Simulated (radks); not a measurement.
Results of a calculation; reference values are marked as such.
Question: Ionisation of Mg+, [Ne] 3s1, to Mg2+, [Ne], under several functionals. Scalar-relativistic Kohn-Sham, spin-polarised, spherical densities, point nucleus; open shells are filled with parallel spins first; a radial shooting solver on a logarithmic mesh with Libxc functionals. Known Delta-SCF values: B86b exchange with PBE correlation 15.379 eV; LDA (Slater exchange, Perdew-Zunger correlation) 15.369 eV. What does AM05 give, and what is its highest occupied eigenvalue?

Answer: 15.163 eV by Delta-SCF; the 3s eigenvalue is -11.878 eV. NIST: 15.035 eV (measured).
